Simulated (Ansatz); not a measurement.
`F[CH](Cl)[GaH][Cl]`, relaxed with RKS PBE0-D4/def2-TZVP in Ansatz 0.2.0 from a GFN2-xTB geometry. The force threshold is 0.005 eV/Å; the program also tests the step.

Total charge 0; spin multiplicity 1.

Start:

```xyz
7

F    -0.057   -1.009    1.581
C     0.616   -0.674    0.438
Cl    1.160    1.076    0.671
Ga   -0.636    0.366   -0.797
Cl   -2.556    0.749   -0.136
H     1.525   -1.277    0.410
H    -0.052    0.771   -2.168
```

| step | energy (eV) | largest force (eV/Å) | largest move (Å) |
| --- | --- | --- | --- |
| 1 | -81194.0670 | 1.793 | 0.000 |
| 2 | -81194.3162 | 0.565 | 0.124 |
| 3 | -81194.3845 | 0.475 | 0.101 |
| 4 (rejected) | -81194.3177 | 0.738 | 0.200 |
| 5 | -81194.4146 | 0.239 | 0.093 |
| 6 | -81194.4227 | 0.162 | 0.061 |
| 7 | -81194.4263 | 0.077 | 0.079 |
| 8 (rejected) | -81194.4256 | 0.145 | 0.021 |
| 9 | -81194.4270 | 0.029 | 0.010 |
| 10 | -81194.4271 | 0.023 | 0.011 |
| 11 | -81194.4272 | 0.006 | 0.004 |
| 12 | -81194.4272 | 0.002 | 0.002 |

End:

```xyz
7

F    -0.033   -1.053    1.599
C     0.588   -0.497    0.531
Cl    1.389    1.044    1.036
Ga   -0.599    0.275   -0.871
Cl   -2.571    0.740   -0.195
H     1.399   -1.155    0.216
H    -0.173    0.646   -2.316
```

It took 17 s on 4 threads of an AMD EPYC 9R45 on a shared host, with 0.65 GiB of host memory at the peak.
